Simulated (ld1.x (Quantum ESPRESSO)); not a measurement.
## gallium (Ga), PAW: configuration errors across variants

- Element: Ga (Z = 31)
- Generator: ld1.x (Quantum ESPRESSO) 7.5
- Type: PAW
- Functional: PBE
- Relativity: scalar-relativistic
- Frozen core: [Ar] 3d10
- Valence charge: 3
- Reference configuration: 4s2 4p0 (charge +1)
- Partial waves: 4s (bound): rcut 1.40, rcutus 1.65 bohr; 4s channel at -0.35 Ry: rcut 1.40, rcutus 1.65 bohr; 4p (bound, empty): rcut 2.15, rcutus 2.40 bohr; 4p channel at 0.3 Ry: rcut 2.15, rcutus 2.40 bohr
- Local potential: all-electron potential smoothed inside 1.30 bohr (lloc = -1)
- Core correction: Bessel-smoothed model core inside 1.30 bohr
- Augmentation charge: PSQ, inside the norm-conserving radii

All-electron excitation energies from the reference (eV): (1) 4s2 4p1 -5.688; (2) 4s1 4p0 21.128; (3) 4s2 4p0.5 -3.658; (4) 4s1 4p2 0.850; (5) 4s1 4p1 7.372; (6) 4s2 4p1.3 -6.222; (7) 4s0 4p3 7.683.

A true bound ghost makes a file unfit for plane-wave use even where its test errors are small: the radial tests pick states by their node count and pass the ghost by.

Errors AE − PS in meV (a dash: test not solved or not reliable):

| change | (1) | (2) | (3) | (4) | (5) | (6) | (7) | bound ghosts |
| --- | --- | --- | --- | --- | --- | --- | --- | --- |
| base | -11 | -118 | -4.0 | -4.7 | -19 | -13 | -34 | s |
| local potential all-electron potential smoothed inside 0.94 bohr (lloc = -1) | -11 | -118 | -4.0 | -4.2 | -18 | -13 | -31 | s, d |
| local potential all-electron potential smoothed inside 1.16 bohr (lloc = -1) | -11 | -118 | -4.0 | -4.6 | -19 | -13 | -33 | s, d |
| local potential all-electron potential smoothed inside 1.34 bohr (lloc = -1) | -11 | -118 | -4.0 | -4.7 | -19 | -13 | -34 | s |
| local potential all-electron potential smoothed inside 1.60 bohr (lloc = -1) | -11 | -118 | -4.0 | -4.7 | -19 | -13 | -34 | none |
| local potential all-electron potential smoothed inside 1.82 bohr (lloc = -1) | -11 | -118 | -4.0 | -4.7 | -19 | -13 | -34 | none |
| local potential all-electron potential smoothed inside 1.94 bohr (lloc = -1) | -11 | -118 | -4.0 | -4.7 | -19 | -13 | -34 | none |
| local potential all-electron potential smoothed inside 2.22 bohr (lloc = -1) | -11 | -118 | -4.0 | -4.8 | -19 | -13 | -34 | s |
| local potential all-electron potential smoothed inside 2.56 bohr (lloc = -1) | -11 | -118 | -4.0 | -4.5 | -18 | -13 | -34 | none |
| local potential all-electron potential smoothed inside 2.72 bohr (lloc = -1) | -11 | -118 | -4.0 | -4.6 | -19 | -13 | -34 | none |

**Question.** Give the same row for: local potential all-electron potential smoothed inside 2.42 bohr (lloc = -1).

**Answer.** -11, -117, -4.0, -4.2, -18, -13, -34; bound ghosts: none.
